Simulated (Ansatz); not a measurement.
Basis-set extrapolation for C2H6F2Si (`C[SiH](F)CF`) (PBE0-D4/def2-TZVP geometry, frozen core, Ansatz). Multiplicity 1, RHF reference.

```tsv
	def2-TZVPP	def2-QZVPP
HF	-567.244932	-567.267156
MP2 correlation	-0.967601	-1.048609
CCSD(T) correlation	-1.038291	not run
```

Energies in hartree. Use E(X) = E(∞) + A·exp(−7.88·√X) for Hartree–Fock and E(X) = E(∞) + B·X^(−2.97) for correlation, with X = 3 and 4, and add CCSD(T) minus MP2 of the smaller set to the MP2 limit.

**Question.** What is the CCSD(T) energy at the basis-set limit?

**Answer.** HF limit: -567.267156 + (-0.022224) × 0.13774 = -567.27022. MP2 limit: -1.048609 + (-0.081008) × 0.74074 = -1.10861. Higher-order term: -1.038291 − (-0.967601) = -0.07069. Total: -568.44952 hartree, 436.6 kJ/mol below CCSD(T)/def2-TZVPP.
